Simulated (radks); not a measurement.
The numbers below are computed, except where a source is named.
Task: The mean radii <r> (bohr) of the occupied orbitals of an atom or ion are listed with their occupations. Level of theory: scalar-relativistic Kohn-Sham, PBE, spin-polarised, spherical densities, finite nucleus; Fermi nuclear charge, rms radius of each element as measured or else 0.836 A^(1/3) + 0.57 fm (a radial shooting solver on a logarithmic mesh with Libxc functionals).

orbital  occ.      <r>
1s up       1  0.04550
1s down     1  0.04550
2s up       1   0.2028
2s down     1   0.2028
2p up       3   0.1772
2p down     3   0.1772
3s up       1   0.5982
3s down     1   0.5980
3p up       3   0.6170
3p down     3   0.6165
3d up       5   0.6760
3d down     5   0.6723
4p up       3    2.222
4p down     1    2.263

Name the element and its charge. Open shells, if any, are filled with parallel spins first.

Result: Z = 33, arsenic, charge +1: As+ in [Ar] 3d10 4p4. The 1s radius gives Z: for a bare nucleus <r> = (2 gamma + 1)/(2Z) with gamma = sqrt(1 - (Z/c)^2), 0.04456 bohr for Z = 33, and screening makes it slightly larger (0.04550 here). The occupations add up to 32, and the charge is Z minus that.
